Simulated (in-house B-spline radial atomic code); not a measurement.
# Ionising Tl IV (Tl3+) with different functionals

Computed with an all-electron radial atomic-structure program (B-spline basis): four-component Dirac-Coulomb Hamiltonian, Fermi nucleus of rms radius 5.4759 fm, spin-restricted, spherical fractional occupations for the functionals, and exact exchange of hybrids averaged over the configuration. The ionisation energy is the difference of two self-consistent energies, [Xe] 4f14 5d10 → [Xe] 4f14 5d9, without Breit or QED terms; ε is the level of the shell that loses the electron (mean over j). The electron is taken from both j subshells in proportion to 2j + 1, so the result is a j average, not the step between ground levels.

```json
{"method": "PBE0", "rung": "global hybrid", "ΔSCF (eV)": "51.70", "-ε(5d) (eV)": "46.43"}
{"method": "BHandHLYP", "rung": "global hybrid", "ΔSCF (eV)": "?", "-ε(5d) (eV)": "?"}
{"method": "LC-wPBE", "rung": "range-separated hybrid", "ΔSCF (eV)": "51.56", "-ε(5d) (eV)": "49.16"}
{"method": "HSE06", "rung": "range-separated hybrid", "ΔSCF (eV)": "?", "-ε(5d) (eV)": "?"}
```

(1) What does HSE06 give?

(2) What does BHandHLYP give?

(3) Among the functionals, which spreads more, the ΔSCF values or the orbital energies?

(4) How do they compare with the NIST value?

Answers

(1) ΔSCF 51.67 eV, and -ε(5d) = 45.99 eV.

(2) ΔSCF 51.46 eV, and -ε(5d) = 48.40 eV.

(3) The orbital energies: ΔSCF values span about 0.24 eV and the orbital energies 3.17 eV; here energy differences depend much less on the functional than eigenvalues do.

(4) NIST lists 51.14 eV ± 0.04 (measured, ground level to ground level). Errors run from +0.32 to +0.56 eV; BHandHLYP is closest (+0.32 eV), but part of that can be cancellation, since the calculations leave out Breit-QED terms, spin polarisation, the choice among j levels, multiplet and fine-structure energies.
